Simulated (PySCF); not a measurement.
# Relaxation of quartet GaN₂

These are results of UPBE0 in PySCF with Ga def2-TZVP, N def2-TZVP; no relativity; density-fitted integrals, not measurements. A (50,194) grid was used.

A hand-made bent start, of C2v symmetry, held to at least that symmetry:

Coordinates in bohr (charge 0 multiplicity 4):
```
Ga    0.0000    0.0000   -0.5543
N     2.7399    0.0000    1.3642
N    -2.7399    0.0000    1.3642
```

Optimiser trace:
```csv
step,E − E(last) (kJ/mol),largest gradient (Eh/bohr)
0,86.20,0.04768
1,50.46,0.01050
2,40.33,0.01756
3,33.84,0.02110
4,27.28,0.01980
5,11.04,0.01791
6,0.81,0.00273
7,0.50,0.00589
8,0.01,0.00032
9,0.00,0.00005
```

It ends at D∞h with Ga–N 1.807 Å (×2); N–Ga–N 179.9°. No frequency check is given, so it may be a saddle point. Other isomers or separated fragments may lie lower.

The relaxation took 38 s on 2 threads of a shared Intel Xeon Platinum 8375C @ 2.90GHz (Ice Lake) host, with 110 basis functions and 10 gradients; the process peaked at 1 GiB. Launch command: `OMP_NUM_THREADS=2 python axn.py task.json out`.
